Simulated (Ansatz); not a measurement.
Relaxation of FGaH2OS (6 atoms, charge 0, multiplicity 1), to a largest force component of 0.015 eV/Å in at most 40 steps.

The calculation used RKS PBE0/def2-SVP (Ansatz).

```xyz
6
Properties=species:S:1:pos:R:3:forces:R:3
F -0.541 -2.500 0.189 -0.22 -0.67 -0.04
Ga 0.384 -1.042 0.291 -0.44 0.18 -0.01
O -0.678 0.358 0.038 0.32 0.55 -0.01
S -2.290 0.529 -0.355 0.20 -0.32 -0.17
H 1.876 -1.063 0.593 0.25 0.17 0.01
H -2.690 1.017 0.834 -0.11 0.10 0.22
```

Q: Where does it end, and by what steps?

A: The run converged. The force dipped under the threshold on the way, but the program's further checks kept it going. After 19 steps the energy has fallen by 0.082 eV; H6 moved furthest, 0.40 Å.

```json
{"step": "0", "energy less start (eV)": "0.0000", "largest force component (eV/Å)": "0.673", "accepted": "yes"}
{"step": "1", "energy less start (eV)": "-0.0527", "largest force component (eV/Å)": "0.369", "accepted": "yes"}
{"step": "2", "energy less start (eV)": "-0.0751", "largest force component (eV/Å)": "0.190", "accepted": "yes"}
{"step": "3", "energy less start (eV)": "-0.0776", "largest force component (eV/Å)": "0.145", "accepted": "yes"}
{"step": "4", "energy less start (eV)": "-0.0796", "largest force component (eV/Å)": "0.060", "accepted": "yes"}
{"step": "5", "energy less start (eV)": "-0.0801", "largest force component (eV/Å)": "0.044", "accepted": "yes"}
{"step": "6", "energy less start (eV)": "-0.0807", "largest force component (eV/Å)": "0.012", "accepted": "yes"}
{"step": "7", "energy less start (eV)": "-0.0617", "largest force component (eV/Å)": "0.894", "accepted": "no"}
{"step": "8", "energy less start (eV)": "-0.0809", "largest force component (eV/Å)": "0.015", "accepted": "yes"}
{"step": "9", "energy less start (eV)": "-0.0811", "largest force component (eV/Å)": "0.090", "accepted": "yes"}
{"step": "10", "energy less start (eV)": "-0.0813", "largest force component (eV/Å)": "0.058", "accepted": "yes"}
{"step": "11", "energy less start (eV)": "-0.0806", "largest force component (eV/Å)": "0.095", "accepted": "no"}
{"step": "12", "energy less start (eV)": "-0.0816", "largest force component (eV/Å)": "0.021", "accepted": "yes"}
{"step": "13", "energy less start (eV)": "-0.0818", "largest force component (eV/Å)": "0.057", "accepted": "yes"}
{"step": "14", "energy less start (eV)": "-0.0819", "largest force component (eV/Å)": "0.029", "accepted": "yes"}
{"step": "15", "energy less start (eV)": "-0.0820", "largest force component (eV/Å)": "0.005", "accepted": "yes"}
{"step": "16", "energy less start (eV)": "-0.0820", "largest force component (eV/Å)": "0.017", "accepted": "yes"}
{"step": "17", "energy less start (eV)": "-0.0820", "largest force component (eV/Å)": "0.031", "accepted": "no"}
{"step": "18", "energy less start (eV)": "-0.0821", "largest force component (eV/Å)": "0.016", "accepted": "yes"}
{"step": "19", "energy less start (eV)": "-0.0821", "largest force component (eV/Å)": "0.006", "accepted": "yes"}
```

```xyz
6
Properties=species:S:1:pos:R:3
F -0.702 -2.427 0.364
Ga 0.317 -1.010 0.297
O -0.539 0.546 0.072
S -2.140 0.647 -0.417
H 1.848 -1.080 0.465
H -2.724 0.623 0.808
```

The run took 88 s on 1 thread of Arm Neoverse V1 (shared host), peak memory 0.18 GiB.
